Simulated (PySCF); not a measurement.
# MN for M along the second period

PBE with triple-zeta basis sets in PySCF, for the lowest determinant that a PBE0 search found; no spin–orbit coupling. De refers to high-spin ground-configuration atoms. A positive dipole means M(−)N(+).

```
 M         basis  state (unpaired electrons)  Re (Å)  ωe (cm⁻¹)  De (eV)  μ (D)
Li  x2c-TZVPPall              triplet (π ↑↑)   1.882        639     1.88  -6.29
Be    def2-TZVPP         quartet (σ ↑, π ↑↑)   1.620        905     2.22  -1.17
 B    def2-TZVPP          triplet (σ ↑, π ↑)   1.333       1512     5.30  -1.84
 C  x2c-TZVPPall               doublet (σ ↑)   1.174       2093     8.55  -1.12
 N  x2c-TZVPPall      singlet (closed shell)   1.103       2353    10.54    n/a
 O    def2-TZVPP               doublet (π ↑)   1.158       1892     7.46  -0.21
```

Task: By what factor does the bond length vary along the series?

Result: At PBE it runs from 1.103 Å (N2) to 1.882 Å (LiN), a factor of 1.71.

The rows differ in basis set, which adds steps of its own.

The state changes along the series, so neighbouring rows are not always alike in their bonding.

States were picked by a PBE0 search and need not be the measured ground states.
